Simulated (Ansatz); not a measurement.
A made-up structure of SnH₃SO (charge -1), closed shell:

```xyz
6
angstrom
S -0.0320 -1.8853 1.2936
O 1.1793 -1.0744 0.2807
Sn -0.0912 0.3435 -0.1987
H -1.4147 -0.1307 -1.1885
H 0.2085 -3.0880 1.8810
H -0.5534 1.4056 1.0720
```

It is relaxed with PBE-D4/def2-SVPD and then PBE0-D4/def2-TZVPD (Ansatz 0.2.0). Atoms count as bonded within 1.22 times the sum of their covalent radii (H–H: 0.88 Å). The end point is not checked to be a true minimum.

Does its bonding change? (A judgement: the text doesn't fix the answer.)

The calculation gives: Yes. Formed: none; broken: S1–Sn3.

Where it ends: The first stage lowers the energy by 2.14 eV in 22 steps. It ends as SnH₃SO ([SH][O][SnH2]), total charge -1:
```
6
angstrom
S 0.4972 -1.9210 1.7690
O 1.2000 -0.9628 0.6780
Sn 0.1395 0.4952 -0.4348
H -1.1449 -0.6940 -0.8876
H -0.5488 -2.4221 1.0617
H -0.8465 1.0753 0.9538
```

Labels in which every atom is bracketed show which atoms are joined, not bond orders.

For scale, one of the runs: PBE0-D4/def2-TZVPD relaxation, 169 basis functions, launched by `ansatz run in.yaml --threads 2 --pin off --events-out ev --progress --plain --max-ram 4352MiB`. Hardware: 2 CPU threads of an Arm Neoverse V1, shared host. Wall time about 41 s.
